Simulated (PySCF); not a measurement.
**Working with the constants of DyH**

ωB97X constants of DyH, sextet, about 9.6 electrons in the 4f shell (Mulliken), real f orbitals that mix terms (basis Dy x2c-TZVPall, H x2c-TZVPall; spin-free X2C with a Gaussian nucleus; PySCF 2.14; masses 163.9292 and 1.0078 u):

| Item | Value |
| --- | --- |
| ωe | 1334.5 cm⁻¹ |
| ωexe | 18.4 cm⁻¹ |
| Be | 4.2155 cm⁻¹ |
| αe | 0.0931 cm⁻¹ |
| D (centrifugal) | 0.000168 cm⁻¹ |
| De to Dy (4f10 6s2) + H | 1.90 eV |

(1) Give the vibrational terms G(v) and spacings up to v = 6.

(2) How well does the Morse estimate ωe²/(4ωexe) reproduce De, and what is D0?

These are scalar-relativistic numbers at best; spin–orbit coupling would shift them, the dissociation energy most. With d or f electrons several states lie close, and the lowest PBE0 determinant need not be the measured ground state.

Results:

(1) G(v) = ωe(v+½) − ωexe(v+½)².

```
v  G(v) (cm⁻¹)  G(v) − G(v−1)  Bv (cm⁻¹)
0          663                     4.169
1         1960           1298      4.076
2         3221           1261      3.983
3         4445           1224      3.890
4         5633           1187      3.797
5         6783           1150      3.703
6         7897           1114      3.610
```

(2) It gives 3.00 eV, 158 % of the computed De. D0 = De − G(0) = 1.90 − 0.08 = 1.82 eV.
